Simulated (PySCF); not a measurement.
Chlorine: a sound run and one with changed settings

Sound run: Cl²⁺ [Ne] 3s2 3p3, Cl³⁺ [Ne] 3s2 3p2. Computed with PySCF 2.14 in cc-pVDZ-DK (4s3p1d, 18 functions), with the spin-free X2C one-electron Hamiltonian (Gaussian nucleus). In the sound run the correlated levels freeze [Ne]. The sound run starts from symmetry-adapted Hartree-Fock orbitals and uses a fine grid where one is needed.

Changed run: initial guess minao, at most 50 SCF cycles, level shift 2.0 hartree.

| species | method | sound run (hartree) | changed run (hartree) | converged |
| --- | --- | --- | --- | --- |
| Cl²⁺ | UHF | -459.61674 | -459.61674 | yes |
| Cl²⁺ | MN15 | -460.26329 | -460.26329 | yes |
| Cl²⁺ | B3LYP | -460.21725 | -460.21725 | yes |
| Cl²⁺ | MP2 | -459.68725 | -459.64540 | yes |
| Cl²⁺ | CCSD(T) | -459.70678 | -459.70678 | yes |
| Cl³⁺ | UHF | -458.18522 | -458.18522 | yes |
| Cl³⁺ | MN15 | -458.80230 | -458.80230 | yes |
| Cl³⁺ | B3LYP | -458.76332 | -458.76332 | yes |
| Cl³⁺ | MP2 | -458.24014 | -458.20726 | yes |
| Cl³⁺ | CCSD(T) | -458.26280 | -458.26280 | yes |

Ionisation energy of Cl²⁺:

```tsv
method	sound run (eV)	changed run (eV)
UHF	38.953	38.953
MN15	39.756	39.756
B3LYP	39.564	39.564
MP2	39.378	39.134
SCS-MP2	39.225	39.069
CCSD	39.291	39.291
CCSD(T)	39.293	39.293
```

A level shift leaves the converged SCF energy unchanged but raises the virtual orbital energies, which shrinks MP2 if it is not removed.

For comparison, NIST gives 39.8 ± 0.11 eV between the lowest levels.
